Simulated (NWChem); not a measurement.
# B2F3, doublet; SMILES F[B]B(F)F

```xyz
5

F     -0.2162    -2.2178     0.0000
B      0.3730    -1.0653     0.0000
B     -0.0076     0.5664     0.0000
F     -0.0576     1.2513     1.1315
F     -0.0576     1.2513    -1.1315
```
Atoms are numbered in this order, from 1.

Level: PBE0/def2-SVP, spin-unrestricted (NWChem), optimised geometry, unscaled harmonic frequencies. In the optimisation the excess spin sits in a' (Cs, its own frame).

```
frequency (cm⁻¹)  IR intensity (km/mol)
----------------  ---------------------
123                                 2.0
203                                11.8
353                                 0.0
413                                 1.7
586                                22.3
679                                19.5
1218                              455.5
1390                              284.5
1511                               41.1
```

| Item | Result |
|---|---|
| zero-point energy | 9.3 kcal/mol |
| thermal correction to the enthalpy at 298.15 K (with zero-point energy) | 13.0 kcal/mol |
| heat capacity Cv | 15.0 cal/(mol K) |
| entropy at 298.15 K and 1 atm (symmetry number 1, electronic part: spin degeneracy alone) | 74.4 cal/(mol K) |
| dipole moment | 1.07 D |

Rigid rotor and harmonic oscillator.
